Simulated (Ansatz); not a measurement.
Level of theory: B3LYP-D3(BJ)/def2-TZVP in Ansatz (a first-principles code). No frequencies were computed at this level.

Ansatz 0.2 input:
```yaml
crystal:
  periodic: [false, false, false]
  atoms:
    - { symbol: F, position_ang: [0.161702, -1.260501, -1.432839] }
    - { symbol: B, position_ang: [0.064119, -0.441225, -0.389721] }
    - { symbol: Si, position_ang: [1.769735, 0.305515, 0.313965] }
    - { symbol: Si, position_ang: [-1.784747, -0.1199, 0.281452] }
    - { symbol: H, position_ang: [1.796443, 1.772403, 0.212168] }
    - { symbol: H, position_ang: [1.952012, -0.007151, 1.739131] }
    - { symbol: H, position_ang: [2.979227, -0.171768, -0.367692] }
    - { symbol: H, position_ang: [-1.860631, 0.965559, 1.26759] }
    - { symbol: H, position_ang: [-2.731671, 0.227021, -0.787461] }
    - { symbol: H, position_ang: [-2.341648, -1.31172, 0.938618] }
basis:
  gaussian: { orbitals: def2-tzvp }
hamiltonian:
  xc: b3lyp
  dispersion: d3bj
relax:
  max_steps: 150
```

Output:

```
[...]
these checks for a lower state are left out or cut short: starts, cluster_reference, orbital_swaps, neighbouring_geometries, increment
1111 factors; their error is unknown
mean field -19249.91360827 eV, -707.4212770440 hartree, gradient 1.2e-5 eV, S^2 0.000000; 0 other end points of the search recorded, 0 dependent functions left out
reference -19249.91390683 eV, -707.4212880156 hartree; 24, 24 occupied and 148, 148 virtual orbitals, 1111 factors
relax step   7: F+E_penalty+E_count = -19250.26606139 eV  Δ(F+E_penalty+E_count) = -3.205e-4 eV  max|allowed force component| = 8.358e-3 eV/Å  Δτ_max = 0.0238 Å  (30 SCF iters, accepted)
these checks for a lower state are left out or cut short: starts, cluster_reference, orbital_swaps, neighbouring_geometries, increment
1111 factors; their error is unknown
mean field evaluation 64: about -19249.9135 eV, gradient 1.2e-5 eV
mean field -19249.91345515 eV, -707.4212714168 hartree, gradient 1.2e-5 eV, S^2 0.000000; 0 other end points of the search recorded, 0 dependent functions left out
reference -19249.91375389 eV, -707.4212823952 hartree; 24, 24 occupied and 148, 148 virtual orbitals, 1111 factors
relax step   8: F+E_penalty+E_count = -19250.26616486 eV  Δ(F+E_penalty+E_count) = -1.035e-4 eV  max|allowed force component| = 2.425e-2 eV/Å  Δτ_max = 0.0193 Å  (30 SCF iters, accepted)
these checks for a lower state are left out or cut short: starts, cluster_reference, orbital_swaps, neighbouring_geometries, increment
1111 factors; their error is unknown
mean field -19249.91322808 eV, -707.4212630722 hartree, gradient 1.2e-5 eV, S^2 0.000000; 0 other end points of the search recorded, 0 dependent functions left out
reference -19249.91352758 eV, -707.4212740785 hartree; 24, 24 occupied and 148, 148 virtual orbitals, 1111 factors
relax step   9: F+E_penalty+E_count = -19250.26648315 eV  Δ(F+E_penalty+E_count) = -3.183e-4 eV  max|allowed force component| = 3.295e-2 eV/Å  Δτ_max = 0.0766 Å  (30 SCF iters, accepted)
these checks for a lower state are left out or cut short: starts, cluster_reference, orbital_swaps, neighbouring_geometries, increment
1111 factors; their error is unknown
mean field -19249.91323645 eV, -707.4212633797 hartree, gradient 1.2e-5 eV, S^2 0.000000; 0 other end points of the search recorded, 0 dependent functions left out
reference -19249.91353668 eV, -707.4212744130 hartree; 24, 24 occupied and 148, 148 virtual orbitals, 1111 factors
relax step  10: F+E_penalty+E_count = -19250.26656167 eV  Δ(F+E_penalty+E_count) = -7.851e-5 eV  max|allowed force component| = 6.896e-2 eV/Å  Δτ_max = 0.0840 Å  (30 SCF iters, accepted)
these checks for a lower state are left out or cut short: starts, cluster_reference, orbital_swaps, neighbouring_geometries, increment
1111 factors; their error is unknown
mean field -19249.91377031 eV, -707.4212829987 hartree, gradient 1.2e-5 eV, S^2 0.000000; 0 other end points of the search recorded, 0 dependent functions left out
reference -19249.91407041 eV, -707.4212940271 hartree; 24, 24 occupied and 148, 148 virtual orbitals, 1111 factors
relax step  11: F+E_penalty+E_count = -19250.26686988 eV  Δ(F+E_penalty+E_count) = -3.082e-4 eV  max|allowed force component| = 4.719e-2 eV/Å  Δτ_max = 0.0151 Å  (30 SCF iters, accepted)
these checks for a lower state are left out or cut short: starts, cluster_reference, orbital_swaps, neighbouring_geometries, increment
1111 factors; their error is unknown
mean field -19249.91435471 eV, -707.4213044750 hartree, gradient 1.2e-5 eV, S^2 0.000000; 0 other end points of the search recorded, 0 dependent functions left out
reference -19249.91465460 eV, -707.4213154958 hartree; 24, 24 occupied and 148, 148 virtual orbitals, 1111 factors
relax step  12: F+E_penalty+E_count = -19250.26712591 eV  Δ(F+E_penalty+E_count) = -2.560e-4 eV  max|allowed force component| = 1.889e-2 eV/Å  Δτ_max = 0.0126 Å  (30 SCF iters, accepted)
these checks for a lower state are left out or cut short: starts, cluster_reference, orbital_swaps, neighbouring_geometries, increment
1111 factors; their error is unknown
mean field evaluation 96: about -19249.9146 eV, gradient 1.5e-1 eV
mean field -19249.91457531 eV, -707.4213125820 hartree, gradient 1.2e-5 eV, S^2 0.000000; 0 other end points of the search recorded, 0 dependent functions left out
reference -19249.91487547 eV, -707.4213236125 hartree; 24, 24 occupied and 148, 148 virtual orbitals, 1111 factors
relax step  13: F+E_penalty+E_count = -19250.26736455 eV  Δ(F+E_penalty+E_count) = -2.386e-4 eV  max|allowed force component| = 4.228e-3 eV/Å  Δτ_max = 0.0219 Å  (29 SCF iters, accepted)
these checks for a lower state are left out or cut short: starts, cluster_reference, orbital_swaps, neighbouring_geometries, increment
1111 factors; their error is unknown
mean field -19249.91440170 eV, -707.4213062020 hartree, gradient 1.4e-5 eV, S^2 0.000000; 0 other end points of the search recorded, 0 dependent functions left out
reference -19249.91470292 eV, -707.4213172714 hartree; 24, 24 occupied and 148, 148 virtual orbitals, 1111 factors
relax step  14: F+E_penalty+E_count = -19250.26711443 eV  Δ(F+E_penalty+E_count) = +2.501e-4 eV  max|allowed force component| = 1.846e-1 eV/Å  Δτ_max = 0.1384 Å  (29 SCF iters, rejected (line search))
these checks for a lower state are left out or cut short: starts, cluster_reference, orbital_swaps, neighbouring_geometries, increment
1111 factors; their error is unknown
mean field -19249.91508876 eV, -707.4213314508 hartree, gradient 1.2e-5 eV, S^2 0.000000; 0 other end points of the search recorded, 0 dependent functions left out
reference -19249.91538961 eV, -707.4213425069 hartree; 24, 24 occupied and 148, 148 virtual orbitals, 1111 factors
relax step  15: F+E_penalty+E_count = -19250.26786573 eV  Δ(F+E_penalty+E_count) = -5.012e-4 eV  max|allowed force component| = 3.950e-2 eV/Å  Δτ_max = 0.0677 Å  (30 SCF iters, accepted)
these checks for a lower state are left out or cut short: starts, cluster_reference, orbital_swaps, neighbouring_geometries, increment
1111 factors; their error is unknown
mean field -19249.91487006 eV, -707.4213234136 hartree, gradient 1.2e-5 eV, S^2 0.000000; 0 other end points of the search recorded, 0 dependent functions left out
reference -19249.91517117 eV, -707.4213344794 hartree; 24, 24 occupied and 148, 148 virtual orbitals, 1111 factors
relax step  16: F+E_penalty+E_count = -19250.26747064 eV  Δ(F+E_penalty+E_count) = +3.951e-4 eV  max|allowed force component| = 1.403e-1 eV/Å  Δτ_max = 0.0999 Å  (30 SCF iters, rejected (line search))
these checks for a lower state are left out or cut short: starts, cluster_reference, orbital_swaps, neighbouring_geometries, increment
1111 factors; their error is unknown
mean field evaluation 128: about -19249.9154 eV, gradient 1.2e-5 eV
mean field -19249.91539957 eV, -707.4213428729 hartree, gradient 1.2e-5 eV, S^2 0.000000; 0 other end points of the search recorded, 0 dependent functions left out
reference -19249.91570059 eV, -707.4213539351 hartree; 24, 24 occupied and 148, 148 virtual orbitals, 1111 factors
relax step  17: F+E_penalty+E_count = -19250.26817507 eV  Δ(F+E_penalty+E_count) = -3.093e-4 eV  max|allowed force component| = 3.805e-2 eV/Å  Δτ_max = 0.0490 Å  (30 SCF iters, accepted)
these checks for a lower state are left out or cut short: starts, cluster_reference, orbital_swaps, neighbouring_geometries, increment
1111 factors; their error is unknown
mean field -19249.91531474 eV, -707.4213397553 hartree, gradient 1.2e-5 eV, S^2 0.000000; 0 other end points of the search recorded, 0 dependent functions left out
reference -19249.91561572 eV, -707.4213508162 hartree; 24, 24 occupied and 148, 148 virtual orbitals, 1111 factors
relax step  18: F+E_penalty+E_count = -19250.26817023 eV  Δ(F+E_penalty+E_count) = +4.840e-6 eV  max|allowed force component| = 7.924e-2 eV/Å  Δτ_max = 0.0483 Å  (30 SCF iters, rejected (line search))
these checks for a lower state are left out or cut short: starts, cluster_reference, orbital_swaps, neighbouring_geometries, increment
1111 factors; their error is unknown
mean field -19249.91551154 eV, -707.4213469878 hartree, gradient 1.2e-5 eV, S^2 0.000000; 0 other end points of the search recorded, 0 dependent functions left out
reference -19249.91581255 eV, -707.4213580495 hartree; 24, 24 occupied and 148, 148 virtual orbitals, 1111 factors
relax step  19: F+E_penalty+E_count = -19250.26842097 eV  Δ(F+E_penalty+E_count) = -2.459e-4 eV  max|allowed force component| = 3.608e-2 eV/Å  Δτ_max = 0.0236 Å  (29 SCF iters, accepted)
these checks for a lower state are left out or cut short: starts, cluster_reference, orbital_swaps, neighbouring_geometries, increment
1111 factors; their error is unknown
mean field -19249.91543339 eV, -707.4213441159 hartree, gradient 1.2e-5 eV, S^2 0.000000; 0 other end points of the search recorded, 0 dependent functions left out
reference -19249.91573433 eV, -707.4213551751 hartree; 24, 24 occupied and 148, 148 virtual orbitals, 1111 factors
relax step  20: F+E_penalty+E_count = -19250.26860609 eV  Δ(F+E_penalty+E_count) = -1.851e-4 eV  max|allowed force component| = 1.772e-2 eV/Å  Δτ_max = 0.0243 Å  (29 SCF iters, accepted)
these checks for a lower state are left out or cut short: starts, cluster_reference, orbital_swaps, neighbouring_geometries, increment
1111 factors; their error is unknown
mean field -19249.91553916 eV, -707.4213480027 hartree, gradient 1.2e-5 eV, S^2 0.000000; 0 other end points of the search recorded, 0 dependent functions left out
reference -19249.91584015 eV, -707.4213590639 hartree; 24, 24 occupied and 148, 148 virtual orbitals, 1111 factors
relax step  21: F+E_penalty+E_count = -19250.26880412 eV  Δ(F+E_penalty+E_count) = -1.980e-4 eV  max|allowed force component| = 1.425e-2 eV/Å  Δτ_max = 0.0361 Å  (30 SCF iters, accepted)
these checks for a lower state are left out or cut short: starts, cluster_reference, orbital_swaps, neighbouring_geometries, increment
1111 factors; their error is unknown
mean field evaluation 160: about -19249.9155 eV, gradient 3.3e-5 eV
mean field -19249.91545541 eV, -707.4213449251 hartree, gradient 1.2e-5 eV, S^2 0.000000; 0 other end points of the search recorded, 0 dependent functions left out
reference -19249.91575669 eV, -707.4213559967 hartree; 24, 24 occupied and 148, 148 virtual orbitals, 1111 factors
relax step  22: F+E_penalty+E_count = -19250.26893482 eV  Δ(F+E_penalty+E_count) = -1.307e-4 eV  max|allowed force component| = 2.688e-2 eV/Å  Δτ_max = 0.0557 Å  (30 SCF iters, accepted)
these checks for a lower state are left out or cut short: starts, cluster_reference, orbital_swaps, neighbouring_geometries, increment
1111 factors; their error is unknown
mean field -19249.91553003 eV, -707.4213476672 hartree, gradient 9.0e-5 eV, S^2 0.000000; 0 other end points of the search recorded, 0 dependent functions left out
reference -19249.91583128 eV, -707.4213587381 hartree; 24, 24 occupied and 148, 148 virtual orbitals, 1111 factors
relax step  23: F+E_penalty+E_count = -19250.26898686 eV  Δ(F+E_penalty+E_count) = -5.204e-5 eV  max|allowed force component| = 1.839e-2 eV/Å  Δτ_max = 0.0017 Å  (21 SCF iters, accepted)
these checks for a lower state are left out or cut short: starts, cluster_reference, orbital_swaps, neighbouring_geometries, increment
1111 factors; their error is unknown
mean field -19249.91566359 eV, -707.4213525754 hartree, gradient 1.2e-5 eV, S^2 0.000000; 0 other end points of the search recorded, 0 dependent functions left out
reference -19249.91596484 eV, -707.4213636462 hartree; 24, 24 occupied and 148, 148 virtual orbitals, 1111 factors
relax step  24: F+E_penalty+E_count = -19250.26903615 eV  Δ(F+E_penalty+E_count) = -4.929e-5 eV  max|allowed force component| = 6.897e-4 eV/Å  Δτ_max = 0.0075 Å  (31 SCF iters, accepted)
these checks for a lower state are left out or cut short: starts, cluster_reference, orbital_swaps, neighbouring_geometries, increment
1111 factors; their error is unknown
mean field -19249.91567376 eV, -707.4213529494 hartree, gradient 1.2e-5 eV, S^2 0.000000; 0 other end points of the search recorded, 0 dependent functions left out
reference -19249.91597517 eV, -707.4213640257 hartree; 24, 24 occupied and 148, 148 virtual orbitals, 1111 factors
relax step  25: F+E_penalty+E_count = -19250.26907577 eV  Δ(F+E_penalty+E_count) = -3.963e-5 eV  max|allowed force component| = 2.979e-3 eV/Å  Δτ_max = 0.0248 Å  (29 SCF iters, accepted)
1111 factors; their error is unknown
mean field evaluation 192: about -19249.9157 eV, gradient 1.4e-1 eV
mean field -19249.91567376 eV, -707.4213529494 hartree, gradient 3.1e-5 eV, S^2 0.000000; 1 other end points of the search recorded, 0 dependent functions left out
reference -19249.91597517 eV, -707.4213640257 hartree; 24, 24 occupied and 148, 148 virtual orbitals, 1111 factors
Total energy: -19250.26937718 eV, -707.4343513100 hartree
Atom 0 at     0.133353    -0.899313    -1.771741 Å, force    -0.000383     0.000172    -0.001365 eV/Å
Atom 1 at     0.052224    -0.343191    -0.564531 Å, force     0.001305     0.000506     0.002979 eV/Å
Atom 2 at     1.772825     0.246898     0.364957 Å, force    -0.001019     0.000336    -0.002151 eV/Å
Atom 3 at    -1.790913    -0.116913     0.287419 Å, force     0.000074     0.000314    -0.001835 eV/Å
Atom 4 at     1.873599     1.724749     0.231677 Å, force     0.000512    -0.000406     0.000082 eV/Å
Atom 5 at     1.690368    -0.066262     1.813949 Å, force     0.000578     0.000109     0.000718 eV/Å
Atom 6 at     2.998292    -0.369186    -0.200184 Å, force     0.000015    -0.000329     0.000653 eV/Å
Atom 7 at    -1.838462     1.151393     1.057480 Å, force    -0.000544    -0.000798     0.000094 eV/Å
Atom 8 at    -2.903363    -0.135753    -0.693895 Å, force    -0.000740     0.000111     0.000019 eV/Å
Atom 9 at    -1.983381    -1.234188     1.250081 Å, force     0.000202    -0.000016     0.000806 eV/Å
Dipole moment:    -0.002922     0.024911     0.051873 e Å
```

Cost: very roughly 3 core-minutes.
